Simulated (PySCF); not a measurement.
Isomers of C6H10O2Si, mass 142.045 u with the commonest isotopes. Method: PBE0/pcSseg-1 in PySCF (dipole) on a GFN2-xTB geometry, gas phase. One conformer each, none proved a minimum here; rigid rotors.

**Question.** Order these by radius of gyration √(Σ m r²/M), largest first.
A. `[CH2:1]=[C:2]([CH:3]=[O:4])[C@@H:5]1[SiH2:6][C@@H:7]1[O:8][CH3:9]` with C1–C2–C3–O4 157°, C1–C2–C5–Si6 -153°, Si6–C7–O8–C9 64°
B. `[CH3:1][C:2]#[C:3][Si:4]([OH:5])([OH:6])[CH:7]1[CH2:8][CH2:9]1` with C3–Si4–O5–H -60°, C3–Si4–O6–H -87°, C3–Si4–C7–C8 131°
C. `[CH3:1][CH2:2][C@@H:3]([SiH3:4])[C:5](=[C:6]=[O:7])[CH:8]=[O:9]` with C1–C2–C3–Si4 159°, C2–C3–C5–C6 24°, C3–C5–C8–O9 7°

**Answer.** B (2.369 Å), C (2.223 Å), A (1.972 Å).

**Question.** Order these by rotational constant B, smallest first.
A. `[CH3:1][C:2]#[C:3][Si:4]([OH:5])([OH:6])[CH:7]1[CH2:8][CH2:9]1` with C3–Si4–O5–H -60°, C3–Si4–O6–H -87°, C3–Si4–C7–C8 131°
B. `[CH3:1][CH2:2][C@@H:3]([SiH3:4])[C:5](=[C:6]=[O:7])[CH:8]=[O:9]` with C1–C2–C3–Si4 159°, C2–C3–C5–C6 24°, C3–C5–C8–O9 7°
C. `[CH2:1]=[C:2]([CH:3]=[O:4])[C@@H:5]1[SiH2:6][C@@H:7]1[O:8][CH3:9]` with C1–C2–C3–O4 157°, C1–C2–C5–Si6 -153°, Si6–C7–O8–C9 64°

**Answer.** A (852.6 MHz), B (1172 MHz), C (1308 MHz).

**Question.** Order these by out-of-plane moment Σ m c² = (Ia + Ib − Ic)/2, largest first.
A. `[CH3:1][C:2]#[C:3][Si:4]([OH:5])([OH:6])[CH:7]1[CH2:8][CH2:9]1` with C3–Si4–O5–H -60°, C3–Si4–O6–H -87°, C3–Si4–C7–C8 131°
B. `[CH2:1]=[C:2]([CH:3]=[O:4])[C@@H:5]1[SiH2:6][C@@H:7]1[O:8][CH3:9]` with C1–C2–C3–O4 157°, C1–C2–C5–Si6 -153°, Si6–C7–O8–C9 64°
C. `[CH3:1][CH2:2][C@@H:3]([SiH3:4])[C:5](=[C:6]=[O:7])[CH:8]=[O:9]` with C1–C2–C3–Si4 159°, C2–C3–C5–C6 24°, C3–C5–C8–O9 7°

**Answer.** B (106.75 u·Å²), A (69.05 u·Å²), C (20.30 u·Å²).

| SMILES | point group | Ia (u·Å²) | Ib (u·Å²) | Ic (u·Å²) | κ | μa (D) | μb (D) | μc (D) |
| --- | --- | --- | --- | --- | --- | --- | --- | --- |
| CC[C@@H]([SiH3])C(=C=O)C=O | C1 | 291.19 | 431.20 | 681.79 | -0.13 | 2.50 | 0.28 | 0.41 |
| CC#C[Si](O)(O)C1CC1 | C1 | 273.66 | 592.78 | 728.33 | -0.72 | 1.49 | 1.18 | 1.26 |
| C=C(C=O)[C@@H]1[SiH2][C@@H]1OC | C1 | 272.79 | 386.38 | 445.68 | -0.52 | 1.08 | 0.68 | 0.67 |
